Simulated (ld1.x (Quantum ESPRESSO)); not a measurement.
**Logarithmic derivatives: lithium, TM**

Li (Z = 3), norm-conserving Troullier–Martins (Kleinman–Bylander form), made with ld1.x (Quantum ESPRESSO) 7.5 (LDA (PZ), scalar-relativistic). Core none, reference 1s2 2s0 2p0 (charge +1). Waves: 1s (bound): rc 0.40 bohr; 2p (bound, empty): rc 4.20 bohr; 3d channel at 0.4 Ry: rc 3.95 bohr. Local part: the d channel. Core correction: none.

The phase is arctan(r·u′/u) with u = r·R(r), unwrapped; energies in Ry, scanned from -6 to 5 Ry. A pole is an energy at which the radial function vanishes at the test radius. The pseudo phase is shifted by a multiple of π to meet the all-electron one at the reference energy, and phase errors are pseudo minus all-electron; the curves can meet again beyond the range given. Levels narrower than the energy grid can be missing from the lists of poles.

```csv
channel,radius (bohr),reference energy (Ry),"poles, all-electron","poles, pseudo",unbroken range about the reference energy with phases within 0.05 rad,phase error 1 Ry above the reference energy (rad)
s,4.57,-4.38,"-0.29, 1.59, 4.59","-0.23, 1.81",below -0.7,+0.000
p,4.57,-0.34,"-0.15, 1.41, 4.01","-0.15, 1.59, 4.61",below 0.3,+0.228
d,4.57,0.40,"0.76, 2.86","0.76, 2.96",below 1.5,+0.021
```

Phases in the d channel:

| E (Ry) | all-electron | pseudo |
| --- | --- | --- |
| -6.00 | 1.481 | 1.481 |
| -5.74 | 1.479 | 1.479 |
| -5.48 | 1.476 | 1.476 |
| -5.22 | 1.474 | 1.474 |
| -4.96 | 1.471 | 1.471 |
| -4.70 | 1.469 | 1.469 |
| -4.44 | 1.466 | 1.466 |
| -4.18 | 1.462 | 1.462 |
| -3.92 | 1.459 | 1.459 |
| -3.66 | 1.455 | 1.455 |
| -3.40 | 1.450 | 1.450 |
| -3.14 | 1.445 | 1.445 |
| -2.88 | 1.439 | 1.439 |
| -2.62 | 1.433 | 1.433 |
| -2.36 | 1.425 | 1.425 |
| -2.10 | 1.416 | 1.416 |
| -1.84 | 1.405 | 1.405 |
| -1.58 | 1.391 | 1.391 |
| -1.32 | 1.373 | 1.373 |
| -1.06 | 1.348 | 1.348 |
| -0.80 | 1.312 | 1.312 |
| -0.54 | 1.251 | 1.251 |
| -0.28 | 1.125 | 1.126 |
| -0.02 | 0.703 | 0.704 |
| 0.24 | -0.857 | -0.856 |
| 0.50 | -1.406 | -1.406 |
| 0.76 | -1.570 | -1.570 |
| 1.02 | -1.678 | -1.676 |
| 1.28 | -1.817 | -1.807 |
| 1.54 | -2.233 | -2.164 |
| 1.80 | -3.994 | -3.838 |
| 2.06 | -4.474 | -4.438 |
| 2.32 | -4.601 | -4.581 |
| 2.58 | -4.665 | -4.650 |
| 2.84 | -4.709 | -4.694 |
| 3.10 | -4.747 | -4.731 |
| 3.36 | -4.788 | -4.766 |
| 3.62 | -4.843 | -4.808 |
| 3.88 | -4.944 | -4.870 |
| 4.14 | -5.284 | -5.002 |
| 4.40 | -7.055 | -5.572 |
| 4.66 | -7.591 | -7.296 |
| 4.92 | -7.714 | -7.628 |
